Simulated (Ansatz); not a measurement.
`F[CH]([GaH2])[SiH2]Cl` and `F[CH]([SiH3])[GaH2]` differ in one atom or group.

Ansatz, PBE0-D4/def2-TZVP geometries, multiplicity 1. Each molecule was computed in one conformer, which needn't be the lowest.

Scalar relativity is left out up to krypton.

| property | `F[CH]([GaH2])[SiH2]Cl` |
| --- | --- |
| HOMO–LUMO gap (PBE0/def2-TZVPP) / eV | 5.80 |
| HOMO–LUMO gap (B3LYP/def2-TZVPP) / eV | 5.31 |
| HOMO–LUMO gap (ωB97M-V/def2-TZVPP) / eV | 9.67 |
| HOMO energy (PBE0/def2-TZVPP) / eV | -7.85 |
| size of the dipole moment (PBE/def2-TZVPP) / D | 1.98 |
| LUMO energy (PBE/def2-TZVPP) / eV | -2.84 |

(1) Give the same properties after the change, and the shifts. (Estimate.)

Results:

(1) Computed: 
| property | `F[CH]([SiH3])[GaH2]` | shift |
| --- | --- | --- |
| HOMO–LUMO gap (PBE0/def2-TZVPP) / eV | 5.87 | 0.07 |
| HOMO–LUMO gap (B3LYP/def2-TZVPP) / eV | 5.38 | 0.07 |
| HOMO–LUMO gap (ωB97M-V/def2-TZVPP) / eV | 9.74 | 0.07 |
| HOMO energy (PBE0/def2-TZVPP) / eV | -7.66 | 0.19 |
| size of the dipole moment (PBE/def2-TZVPP) / D | 1.21 | -0.77 |
| LUMO energy (PBE/def2-TZVPP) / eV | -2.59 | 0.25 |

With PBE0 the HOMO rises by 0.19 eV and the LUMO rises by 0.26 eV, so the gap widens by about 0.07 eV. PBE moves the HOMO by 0.18 eV and ωB97M-V by 0.17 eV. Dipoles are sizes alone; their direction can turn.

B3LYP here is the variant with VWN-RPA as its local correlation; programs differ in this.
